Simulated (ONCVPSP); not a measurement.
zirconium, ONCV: configuration errors across variants

| Item | Value |
| --- | --- |
| Element | zirconium |
| Generator | ONCVPSP 4.0.1 |
| Type | optimised norm-conserving Vanderbilt (ONCV) |
| Functional | revPBE |
| Relativity | scalar-relativistic |
| Frozen core | [Kr] |
| Valence charge | 4 |
| Reference configuration | 4d2 5s1.5 5p0.5 |
| Partial waves | 5s: rc 3.20 bohr, ncon 3, nbas 6, qcut 2.1 1/bohr, 2 projectors, debl 3.3 Ha; 5p: rc 3.80 bohr, ncon 4, nbas 8, qcut 2.1 1/bohr, 2 projectors, debl 2.6 Ha; 4d: rc 2.55 bohr, ncon 5, nbas 10, qcut 6.7 1/bohr, 1 projector |
| Local potential | polynomial inside 1.60 bohr (lpopt 4, dvloc0 1 Ha) |
| Core correction | polynomial model core, fcfact 0.4 |

All-electron excitation energies from the reference (eV): (1) 4d2 5s2 5p0 -1.492; (2) 4d2 5s1 5p0 5.574; (3) 4d2 5s0 5p0 18.372; (4) 4d2 5s0 5p2 4.658.

Errors AE − PS in meV (a dash: test not solved or not reliable):

```json
{"change": "base", "(1)": "-0.8", "(2)": "-3.9", "(3)": "-31", "(4)": "-11", "bound ghosts": "none", "GHOST(+) flags above zero": "s, p"}
{"change": "d: rc 1.82", "(1)": "-0.8", "(2)": "-4.1", "(3)": "-32", "(4)": "-11", "bound ghosts": "none", "GHOST(+) flags above zero": "s, p"}
{"change": "d: rc 2.1", "(1)": "-0.8", "(2)": "-4.1", "(3)": "-31", "(4)": "-11", "bound ghosts": "none", "GHOST(+) flags above zero": "s, p"}
{"change": "d: rc 2.52", "(1)": "-0.8", "(2)": "-3.9", "(3)": "-31", "(4)": "-11", "bound ghosts": "none", "GHOST(+) flags above zero": "s, p"}
{"change": "d: rc 2.94", "(1)": "-0.8", "(2)": "-3.7", "(3)": "-30", "(4)": "-11", "bound ghosts": "none", "GHOST(+) flags above zero": "s, p"}
{"change": "d: rc 3.64", "(1)": "-0.8", "(2)": "-3.2", "(3)": "-36", "(4)": "-12", "bound ghosts": "none", "GHOST(+) flags above zero": "s, p"}
```

Q: Give the same row for: d: rc 3.38.

A: -0.8, -3.4, -32, -12; bound ghosts: none; GHOST(+) flags above zero: s, p.
